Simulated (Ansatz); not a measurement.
**A saddle search, step by step**

Ge4NH15O, singlet, PBE-D4/def2-TZVP (Ansatz 0.2.0). Settings; a guess of the unstable mode was typed too, and convergence needs a confirmed negative curvature besides the force tolerance:

```yaml
hamiltonian: {xc: pbe, dispersion: d4}
saddle:
  f_tol: 0.05
  max_steps: 40
```

Start:

| atom | x (Å) | y (Å) | z (Å) |
| --- | --- | --- | --- |
| Ge1 | -1.5324 | 0.1671 | 0.1024 |
| Ge2 | 2.2821 | -0.3192 | -0.6513 |
| Ge3 | -0.8980 | -0.7456 | 2.2550 |
| Ge4 | -1.4724 | -1.4155 | -1.7698 |
| H5 | -2.9924 | 0.7641 | 0.1626 |
| H6 | 0.4007 | 1.7922 | 0.5504 |
| N7 | -0.4978 | 1.6500 | -0.3247 |
| H8 | 1.8296 | 0.8714 | 0.8033 |
| O9 | 1.1080 | 1.4632 | 1.4358 |
| H10 | 2.1992 | -1.9105 | -0.5315 |
| H11 | 1.5317 | -0.2115 | -1.9520 |
| H12 | 3.8628 | -0.1802 | -1.3463 |
| H13 | -0.9699 | 0.2116 | 3.3169 |
| H14 | -1.9000 | -1.9469 | 2.5071 |
| H15 | 0.5240 | -1.4532 | 2.1316 |
| H16 | -2.8587 | -2.1077 | -1.8637 |
| H17 | -0.3467 | -2.4011 | -1.6037 |
| H18 | -1.3511 | -0.5741 | -3.1307 |
| H19 | -0.9584 | 2.4300 | -0.4345 |
| H20 | 0.1073 | 1.3992 | -1.1743 |
| H21 | 1.8687 | 2.3304 | 1.5520 |

| step | energy less the last (meV) | largest force component (eV/Å) |
| --- | --- | --- |
| 1 | 1726.7 | 5.479 |
| 2 | 443.5 | 2.682 |
| 3 | 191.5 | 1.275 |
| 4 | 62.4 | 1.021 |
| 5 | 20.5 | 0.699 |
| 6 | 14.1 | 0.222 |
| 7 | 11.3 | 0.159 |
| 8 | 8.5 | 0.164 |
| 9 | 6.1 | 0.094 |
| 10 | 4.5 | 0.087 |
| 11 | 3.2 | 0.094 |
| 12 | 2.1 | 0.058 |
| 13 | 1.4 | 0.036 |
| 14 | 0.7 | 0.018 |
| 15 | 0.5 | 0.020 |
| 16 | 0.2 | 0.013 |
| 17 | 0.0 | 0.006 |
| 18 | 0.0 | 0.001 |

Step 10, positions (Å) and forces (eV/Å):

| atom | x | y | z | Fx | Fy | Fz |
| --- | --- | --- | --- | --- | --- | --- |
| Ge1 | -1.563 | 0.112 | 0.079 | 0.002 | 0.014 | 0.001 |
| Ge2 | 2.337 | -0.351 | -0.654 | 0.087 | -0.004 | -0.009 |
| Ge3 | -0.872 | -0.819 | 2.231 | 0.005 | -0.032 | -0.021 |
| Ge4 | -1.489 | -1.435 | -1.813 | -0.011 | 0.001 | -0.020 |
| H5 | -2.956 | 0.799 | 0.185 | 0.001 | -0.004 | -0.003 |
| H6 | 0.324 | 1.830 | 0.560 | -0.003 | -0.002 | 0.001 |
| N7 | -0.437 | 1.675 | -0.349 | -0.049 | 0.000 | -0.011 |
| H8 | 1.807 | 0.788 | 0.779 | -0.032 | 0.015 | 0.036 |
| O9 | 1.228 | 1.575 | 1.511 | 0.009 | -0.044 | -0.007 |
| H10 | 2.216 | -1.917 | -0.573 | -0.007 | -0.001 | -0.013 |
| H11 | 1.427 | -0.102 | -1.951 | -0.008 | 0.003 | -0.010 |
| H12 | 3.753 | -0.162 | -1.314 | -0.043 | -0.016 | 0.006 |
| H13 | -0.915 | 0.249 | 3.338 | -0.004 | 0.025 | 0.011 |
| H14 | -1.944 | -1.906 | 2.524 | 0.006 | 0.008 | 0.004 |
| H15 | 0.514 | -1.475 | 2.104 | -0.013 | 0.016 | 0.003 |
| H16 | -2.856 | -2.166 | -1.829 | 0.001 | 0.003 | -0.001 |
| H17 | -0.349 | -2.449 | -1.623 | 0.006 | -0.008 | -0.005 |
| H18 | -1.323 | -0.648 | -3.132 | 0.000 | 0.001 | 0.015 |
| H19 | -0.999 | 2.497 | -0.591 | 0.033 | -0.029 | 0.033 |
| H20 | 0.169 | 1.430 | -1.145 | 0.004 | 0.002 | -0.014 |
| H21 | 1.863 | 2.288 | 1.696 | 0.014 | 0.053 | 0.004 |

Last step (18):

Ge1  (-1.566, 0.079, 0.078)
Ge2  (2.357, -0.358, -0.650)
Ge3  (-0.883, -0.810, 2.250)
Ge4  (-1.475, -1.436, -1.840)
H5  (-2.968, 0.750, 0.175)
H6  (0.341, 1.795, 0.579)
N7  (-0.448, 1.651, -0.323)
H8  (1.847, 0.795, 0.786)
O9  (1.261, 1.584, 1.505)
H10  (2.156, -1.918, -0.584)
H11  (1.422, -0.059, -1.922)
H12  (3.755, -0.240, -1.354)
H13  (-0.969, 0.295, 3.322)
H14  (-1.928, -1.914, 2.568)
H15  (0.524, -1.422, 2.161)
H16  (-2.845, -2.159, -1.885)
H17  (-0.337, -2.458, -1.677)
H18  (-1.300, -0.606, -3.132)
H19  (-1.014, 2.479, -0.523)
H20  (0.140, 1.434, -1.141)
H21  (1.869, 2.333, 1.641)
(Å)

The run took 2.1 min on 11 CPU threads of an AMD EPYC 7R13 and one NVIDIA H100 (shared host), with 1.3 GiB of host memory at its peak.
